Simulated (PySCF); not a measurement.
C$_{3}$H$_{10}$B$_{3}$O$_{3}$ (SMILES CB1OB(C)[OH+]B(C)O1), charge +1, singlet, at a GFN2-xTB geometry; PBE/STO-3G run with PySCF.

Input for PySCF:
```python
from pyscf import gto, scf, dft

mol = gto.M(
    atom='''
C     1.55017480    2.52376653    0.43186327
B     0.74441431    1.20639358    0.21146577
O    -0.63297883    1.19769932    0.08470926
B    -1.40764061    0.15281059   -0.10721144
C    -2.96598204    0.14797066   -0.23653381
O    -0.69256398   -1.12749516   -0.19046388
B     0.76911319   -1.19419293   -0.06915601
C     1.46627084   -2.58911906   -0.18322750
O     1.35348684   -0.03089726    0.11833668
H     1.62532102    3.08286401   -0.50051865
H     2.56270630    2.34106553    0.77664846
H     1.05399689    3.19003835    1.13286680
H    -3.43049075    0.35078071    0.72812695
H    -3.30896210    0.94805819   -0.88868509
H    -3.38149943   -0.78580665   -0.60502846
H    -1.19421256   -1.94211873   -0.32808476
H     0.78690927   -3.43516332   -0.12737374
H     2.22242057   -2.71480915    0.58851612
H     2.00804252   -2.67012884   -1.12522737
''',
    basis='sto-3g',
    charge=1,
    verbose=4,
)

mf = dft.RKS(mol)
mf.xc = 'pbe'
mf.small_rho_cutoff = 0
mf.kernel()
mf.analyze()
```

Problem. Predict the main parts of the log of this PySCF run.

Solution. 
```
PySCF version 2.14.0

[INPUT] verbose = 4
[INPUT] num. atoms = 19
[INPUT] num. electrons = 66
[INPUT] charge = 1
[INPUT] spin (= nelec alpha-beta = 2S) = 0
[INPUT] symmetry False subgroup None
[INPUT] Mole.unit = angstrom
[INPUT] Symbol           X                Y                Z      unit          X                Y                Z       unit  Magmom
[...]
nuclear repulsion = 426.740121753372
number of shells = 37
number of NR pGTOs = 165
number of NR cGTOs = 55
basis = sto-3g
ecp = {}

******** <class 'pyscf.dft.rks.RKS'> ********
method = RKS
initial guess = minao
damping factor = 0
level_shift factor = 0
DIIS = <class 'pyscf.scf.diis.CDIIS'>
diis_start_cycle = 1
diis_space = 8
diis_damp = 0
SCF conv_tol = 1e-09
SCF conv_tol_grad = None
SCF max_cycles = 50
direct_scf = True
direct_scf_tol = 1e-13
XC library pyscf.dft.libxc version 7.1.2
    S. Lehtola, C. Steigemann, M. J. T. Oliveira, and M. A. L. Marques,  SoftwareX 7, 1–5 (2018)
XC functionals = pbe
    J. P. Perdew, K. Burke, and M. Ernzerhof,  Phys. Rev. Lett. 77, 3865 (1996)
    J. P. Perdew, K. Burke, and M. Ernzerhof,  Phys. Rev. Lett. 78, 1396 (1997)
    J. P. Perdew, K. Burke, and M. Ernzerhof,  Phys. Rev. Lett. 77, 3865 (1996)
    J. P. Perdew, K. Burke, and M. Ernzerhof,  Phys. Rev. Lett. 78, 1396 (1997)
radial grids:
    Treutler-Ahlrichs [JCP 102, 346 (1995); DOI:10.1063/1.469408] (M4) radial grids

becke partition: Becke, JCP 88, 2547 (1988); DOI:10.1063/1.454033
pruning grids: <function nwchem_prune>
grids dens level: 3
symmetrized grids: False
atomic radii adjust function: <function treutler_atomic_radii_adjust>
small_rho_cutoff = 0
Set gradient conv threshold to 3.16228e-05
Initial guess from minao.
tot grids = 224824
init E= -416.004880091652
[...]
cycle= 1 E= -414.515393541286  delta_E= 1.49  |g|= 0.839  |ddm|= 5.51
[...]
cycle= 2 E= -413.932105514769  delta_E= 0.583  |g|= 1.74  |ddm|= 2.89
[...]
cycle= 3 E= -414.713734730747  delta_E= -0.782  |g|= 0.296  |ddm|= 2.02
[...]
cycle= 4 E= -414.738755728946  delta_E= -0.025  |g|= 0.0683  |ddm|= 0.438
[...]
cycle= 5 E= -414.739880133624  delta_E= -0.00112  |g|= 0.0254  |ddm|= 0.0936
[...]
cycle= 6 E= -414.740076591837  delta_E= -0.000196  |g|= 0.00203  |ddm|= 0.0313
[...]
cycle= 7 E= -414.740078052542  delta_E= -1.46e-06  |g|= 0.000571  |ddm|= 0.00321
[...]
cycle= 8 E= -414.740078146549  delta_E= -9.4e-08  |g|= 0.000171  |ddm|= 0.000794
[...]
cycle= 9 E= -414.740078153735  delta_E= -7.19e-09  |g|= 8.26e-05  |ddm|= 0.000264
[...]
cycle= 10 E= -414.740078155642  delta_E= -1.91e-09  |g|= 1.36e-05  |ddm|= 0.000112
[...]
cycle= 11 E= -414.740078155706  delta_E= -6.39e-11  |g|= 2.37e-06  |ddm|= 2.16e-05
[...]
Extra cycle  E= -414.740078155705  delta_E= 9.09e-13  |g|= 3.26e-06  |ddm|= 8.02e-06
converged SCF energy = -414.740078155705
**** SCF Summaries ****
Total Energy =                        -414.740078155705191
Nuclear Repulsion Energy =             426.740121753372364
One-electron Energy =                -1399.871237405709280
Two-electron Energy =                  558.391037496631725
Two-electron Coulomb Energy =          615.761413580943099
DFT Exchange-Correlation Energy =      -57.370376084311317
HOMO-LUMO gap [eV] =                     5.512855767829133
**** MO energy ****
[...]
 ** Mulliken pop on meta-lowdin orthogonal AOs  **
 ** Mulliken pop  **
 ** Mulliken atomic charges  **
charge of    0C =     -0.23295
charge of    1B =      0.20569
charge of    2O =     -0.00437
charge of    3B =      0.19200
charge of    4C =     -0.23630
charge of    5O =      0.04184
charge of    6B =      0.19258
charge of    7C =     -0.23628
charge of    8O =     -0.00381
charge of    9H =      0.09314
charge of   10H =      0.08324
charge of   11H =      0.08766
charge of   12H =      0.09802
charge of   13H =      0.09790
charge of   14H =      0.07261
charge of   15H =      0.28022
charge of   16H =      0.07260
charge of   17H =      0.09805
charge of   18H =      0.09816

WARN: System has nonzero charge 1; the dipole moment is origin-dependent.
Location of origin: [0. 0. 0.]

Dipole moment(X, Y, Z, Debye): -2.08550, -3.31539, -0.62888
```
